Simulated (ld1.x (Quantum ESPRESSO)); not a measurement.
## Eu PAW: all-electron and pseudo phase curves

ld1.x (Quantum ESPRESSO) 7.5 input, shortened:

```
&input
   title='Eu', zed=63., rel=2, dft='WC', iswitch=3,
   config='[Xe] 4f7 5d0 6s2 6p0', rel_dist='average'
 /
 &inputp
   pseudotype=3, lpaw=.true., tm=.true., lloc=-1, rcloc=3.40,
   nlcc=.true., new_core_ps=.true., rcore=1.50,
   which_augfun='PSQ', rmatch_augfun_nc=.true.
 /
8
5S  1  0   2.00   0.00  1.75  2.40  0.0
6S  2  0   2.00   0.00  1.75  2.40  0.0
5P  2  1   6.00   0.00  2.15  2.40  0.0
6P  3  1   0.00   0.00  2.15  2.40  0.0
5D  3  2   0.00   0.00  3.30  3.75  0.0
5D  3  2   0.00   0.85  3.30  3.75  0.0
4F  4  3   7.00   0.00  1.40  1.70  0.0
4F  4  3   0.00   2.05  1.40  1.70  0.0
 &test
   configts(1)='4f7 5s2 5p6 5d0 6s2 6p0'
 /
```

Open shells are filled in proportion to 2j + 1 (rel_dist='average').

The phase is arctan(r·u′/u) with u = r·R(r), unwrapped; energies in Ry, scanned from -5 to 5 Ry. A pole is an energy at which the radial function vanishes at the test radius. The pseudo phase is shifted by a multiple of π to meet the all-electron one at the reference energy, and phase errors are pseudo minus all-electron; the curves can meet again beyond the range given. Levels narrower than the energy grid can be missing from the lists of poles.

```csv
channel,radius (bohr),reference energy (Ry),"poles, all-electron","poles, pseudo",unbroken range about the reference energy with phases within 0.05 rad,phase error 1 Ry above the reference energy (rad)
s,4.06,-0.27,"-3.26, 0.53, 4.22","-3.26, 0.53, 4.16",the whole range,+0.000
p1/2,4.06,-0.10,"-1.93, 1.13, 4.98","-1.93, 1.14",below 2.5,+0.001
p3/2,4.06,-0.08,"-1.65, 1.30","-1.65, 1.30",below 2.7,+0.001
d3/2,4.06,-0.12,"0.12, 2.61","0.12, 2.50",below 3.4,-0.000
d5/2,4.06,-0.11,"0.15, 2.66","0.15, 2.54",below 3.4,-0.000
f5/2,4.06,-0.23,"1.83, 4.78",1.83,below 2.9,+0.041
f7/2,4.06,-0.18,"-0.17, 1.84, 4.80","-0.17, 1.84",below 2.9,+0.043
```

The ghost test of this file was not conclusive.

Phases in the d5/2 channel:

```
E (Ry)  all-electron  pseudo
 -5.00         1.460   1.460
 -4.48         1.453   1.453
 -3.96         1.446   1.445
 -3.44         1.436   1.436
 -2.92         1.425   1.424
 -2.40         1.409   1.408
 -1.88         1.387   1.386
 -1.36         1.351   1.350
 -0.84         1.278   1.277
 -0.32         0.894   0.893
  0.20        -1.619  -1.620
  0.72        -1.949  -1.949
  1.24        -3.529  -3.544
  1.76        -4.493  -4.504
  2.28        -4.653  -4.667
  2.80        -4.731  -4.753
  3.32        -4.801  -4.846
  3.84        -4.911  -5.062
  4.36        -5.384  -6.810
  4.88        -7.434  -7.607
```
